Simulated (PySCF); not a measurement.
Ir (iridium, neutral) across methods

[Xe] 4f14 5d7 6s2, high-spin 4F determinant. All numbers are calculated (PySCF 2.14, scalar relativity through the core potential, in aug-cc-pwCVTZ-PP with ECP60MDF (8s8p7d4f3g, 122 functions)).

| method | E (hartree) | mean ε 6s α (eV) | mean ε 5d β (eV) | mean ε 6s β (eV) | Σ⟨r²⟩ (bohr²) | ⟨S²⟩ |
| --- | --- | --- | --- | --- | --- | --- |
| LDA | -104.2273 | -6.943 | -6.468 | -6.048 | 55.76 | 3.755 |
| UHF | -103.62681 | -8.904 | -11.513 | -7.303 | 57.07 | 3.770 |
| MN15 | -104.2445 | -8.376 | -8.570 | -7.309 | 55.80 | 3.757 |
| r2SCAN | -104.4542 | -6.960 | -6.662 | -5.797 | 55.48 | 3.765 |
| BHandHLYP | -104.2872 | -7.963 | -9.316 | -7.001 | 55.98 | 3.758 |
| PBE0 | -104.3999 | -7.425 | -7.923 | -6.338 | 55.69 | 3.758 |
| PBE | -104.4437 | -6.691 | -6.477 | -5.695 | 55.84 | 3.757 |
| HSE06 | -104.3997 | -7.035 | -7.522 | -6.029 | 55.69 | 3.757 |

Energies and moments cover only the electrons outside the core potential. Spin-orbit coupling, absent here, splits the open shell strongly.
